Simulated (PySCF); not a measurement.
Simulation results for BGeH₃O₂, BGeH₄, CH₄Ge

Calculation on a computer-drawn molecule: optimised geometry and harmonic frequencies of an isolated molecule of the commonest isotopes, restricted reference for singlets and unrestricted otherwise, frozen core in MP2; on germanium a core potential holds 10 electrons, which the energies leave out, and 3d is frozen in MP2 and coupled-cluster steps. Program: PySCF 2.14.0.

Common to all runs: charge 0; basis cc-pVDZ; basis and core potential on germanium cc-pVDZ-PP ECP10MDF.

(1) BGeH₃O₂

Start structure:
```xyz
7
BGeH3O2
B     -0.2182    -0.6998    -0.0485
Ge    -1.2221     1.0731     0.2427
O     -1.9846     2.1102    -0.6802
O     -1.0701     1.4602     1.9449
H      0.9336    -0.6871    -0.3142
H     -0.7816    -1.7044     0.1889
H     -1.4920     2.3301     2.2638
```

```
multiplicity                                  : 1
method                                        : HF
rotational constants                          : 7.115, 5.587, 3.216 GHz
total energy                                  : -469.4949 hartree
convergence status largest gradient component : 2.481e-05 hartree/bohr
```

Drawn bonds:
```tsv
atom	other atom	order
1	2	1
2	3	2
2	4	1
1	5	1
1	6	1
4	7	1
```

Optimised structure:
```xyz
7
BGeH3O2
B     -0.2175    -0.6863    -0.0015
Ge    -1.2170     1.1053     0.2659
O     -2.0287     2.0854    -0.7330
O     -1.0439     1.4798     1.9743
H      0.9420    -0.6769    -0.2789
H     -0.8092    -1.7136     0.1256
H     -1.4607     2.2886     2.2449
```

Modes:
```tsv
frequency (cm⁻¹)	reduced mass (dalton)
151.9	4.079
154.1	1.04
206.2	4.605
267.5	7.084
470.2	1.152
576.7	4.644
673.2	1.247
766.8	12.48
923	1.211
970.4	1.289
1054	14.21
1244	1.142
2727	1.049
2832	1.13
4121	1.067
```

(2) BGeH₃O₂

Start structure:
```xyz
7
BGeH3O2
B     -0.2175    -0.6863    -0.0015
Ge    -1.2170     1.1053     0.2659
O     -2.0287     2.0854    -0.7330
O     -1.0439     1.4798     1.9743
H      0.9420    -0.6769    -0.2789
H     -0.8092    -1.7136     0.1256
H     -1.4607     2.2886     2.2449
```

```
multiplicity                                  : 1
method                                        : MP2
rotational constants                          : 6.855, 5.441, 3.115 GHz
total energy                                  : -470.0477 hartree
convergence status largest gradient component : 1.722e-05 hartree/bohr
```

Drawn bonds:
```tsv
atom	other atom	order
1	2	1
2	3	2
2	4	1
1	5	1
1	6	1
4	7	1
```

Optimised structure:
```xyz
7
BGeH3O2
B     -0.2157    -0.6875     0.0040
Ge    -1.2194     1.1089     0.2652
O     -2.0512     2.1087    -0.7711
O     -1.0222     1.4604     2.0187
H      0.9507    -0.6813    -0.2813
H     -0.8097    -1.7240     0.1253
H     -1.4675     2.2971     2.2365
```

Modes:
```tsv
frequency (cm⁻¹)	reduced mass (dalton)
104.3	1.042
132.6	4.075
180	5.225
236.7	7.618
412.2	1.129
557.7	4.648
643.6	1.228
711.4	14.84
880.4	1.181
937.7	1.303
985	11.94
1187	1.144
2666	1.05
2775	1.13
3808	1.066
```

(3) BGeH₄

Start structure:
```xyz
6
BGeH4
B     -1.9266     1.3310     0.7277
Ge    -1.7286     0.8754    -1.1994
H     -2.4856     2.0233     1.4393
H     -0.3482     0.9537    -1.6829
H     -2.5108     1.6176    -2.2044
H     -2.1066    -0.5543    -1.4149
```

```
multiplicity                                  : 2
method                                        : HF
rotational constants                          : 73.74, 9.461, 9.352 GHz
total energy                                  : -320.2932 hartree
spin squared                                  : 0.7566
convergence status largest gradient component : 1.553e-05 hartree/bohr
```

Drawn bonds:
```tsv
atom	other atom	order
1	2	1
1	3	1
2	4	1
2	5	1
2	6	1
```

Optimised structure:
```xyz
6
BGeH4
B     -1.8793     1.2994     0.7746
Ge    -1.7205     0.8277    -1.2380
H     -2.5300     2.0844     1.3982
H     -0.2572     0.9762    -1.6728
H     -2.5856     1.6959    -2.1647
H     -2.1338    -0.6369    -1.4318
```

Modes:
```tsv
frequency (cm⁻¹)	reduced mass (dalton)
25.24	1.081
476.2	1.031
548.1	1.188
594.6	6.272
721.2	1.297
907.5	1.037
960.6	1.02
970.2	1.019
2189	1.023
2206	1.023
2221	1.013
2763	1.095
```

(4) CH₄Ge

Start structure:
```xyz
6
CH4Ge
C      0.8527     1.6125     0.7252
Ge     1.6972     0.7510    -0.5909
H     -0.1734     1.7804     0.7164
H      1.2157     1.5008     1.7140
H      1.2969     0.8895    -2.0674
H      3.1967     0.4402    -0.5918
```

```
multiplicity                                  : 1
method                                        : HF
rotational constants                          : 101.2, 11.78, 10.55 GHz
total energy                                  : -333.4992 hartree
convergence status largest gradient component : 1.647e-05 hartree/bohr
```

Drawn bonds:
```tsv
atom	other atom	order
1	2	2
1	3	1
1	4	1
2	5	1
2	6	1
```

Optimised structure:
```xyz
6
CH4Ge
C      0.8394     1.4776     0.7418
Ge     1.7656     0.9032    -0.6384
H     -0.1809     1.8237     0.6350
H      1.2625     1.5019     1.7380
H      1.2016     0.8566    -2.0475
H      3.1976     0.4114    -0.5234
```

Modes:
```tsv
frequency (cm⁻¹)	reduced mass (dalton)
451.9	1.18
499.6	1.029
777.8	1.008
838.1	1.162
876	1.285
904.1	2.645
947.3	1.194
1495	1.177
2281	1.025
2289	1.015
3311	1.054
3418	1.117
```

(5) CH₄Ge

Start structure:
```xyz
6
CH4Ge
C      0.8394     1.4776     0.7418
Ge     1.7656     0.9032    -0.6384
H     -0.1809     1.8237     0.6350
H      1.2625     1.5019     1.7380
H      1.2016     0.8566    -2.0475
H      3.1976     0.4114    -0.5234
```

```
multiplicity                                  : 1
method                                        : MP2
rotational constants                          : 98.85, 11.42, 10.24 GHz
total energy                                  : -333.7416 hartree
convergence status largest gradient component : 1.77e-05 hartree/bohr
```

Drawn bonds:
```tsv
atom	other atom	order
1	2	2
1	3	1
1	4	1
2	5	1
2	6	1
```

Optimised structure:
```xyz
6
CH4Ge
C      0.8316     1.4825     0.7533
Ge     1.7741     0.8979    -0.6515
H     -0.1999     1.8304     0.6347
H      1.2693     1.5028     1.7569
H      1.1988     0.8549    -2.0630
H      3.2119     0.4060    -0.5250
```

Modes:
```tsv
frequency (cm⁻¹)	reduced mass (dalton)
372.2	1.192
455.1	1.027
722.2	1.146
729.6	1.008
816.6	1.28
828.3	3.631
889.7	1.075
1381	1.166
2232	1.015
2241	1.026
3192	1.052
3311	1.117
```
